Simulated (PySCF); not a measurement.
A GIAO shielding run with PySCF 2.14.0 with density-fitted response routines (density fitting, non-relativistic, gas phase) on `[H]/N=C(\CC#N)CC#C[SiH3]`, C$_{6}$H$_{8}$N$_{2}$Si:

```
$ OMP_NUM_THREADS=1 python probes_run.py task.json out

{"job": {"kind": "nmr", "xc": "PBE0", "basis": "pcSseg-1"}, "charge": 0, "multiplicity": 1}
N      2.776801    -2.457256     0.275400
C      2.300277    -1.450996     0.534830
C      1.707940    -0.169993     0.815906
C      1.509447     0.590503    -0.491271
N      2.118988     1.622037    -0.848485
C      0.465836     0.006078    -1.405112
C     -0.830811     0.007181    -0.752505
C     -1.883660     0.025124    -0.166768
Si    -3.517967     0.050026     0.693195
H      0.733932    -0.327848     1.289642
H      2.361838     0.384100     1.496222
H      2.820792     1.987649    -0.209747
H      0.742685    -1.023919    -1.655859
H      0.424674     0.601061    -2.319771
H     -4.241419     1.250422     0.270517
H     -3.250365     0.084384     2.135299
H     -4.245986    -1.166523     0.328595
```

Hardware: 1 thread of an Arm Neoverse V2, shared host. The job also computes population analyses, field gradients.

Q: How large is the calculation?

A: 72 electrons, 200 basis functions and 1047 auxiliary functions.

Q: How long does it take, and how much memory does it need?

A: 31 s of wall time, with 14 SCF cycles and 5 response iterations; peak memory 0.88 GiB. Times on a shared host scatter by some tens of per cent.
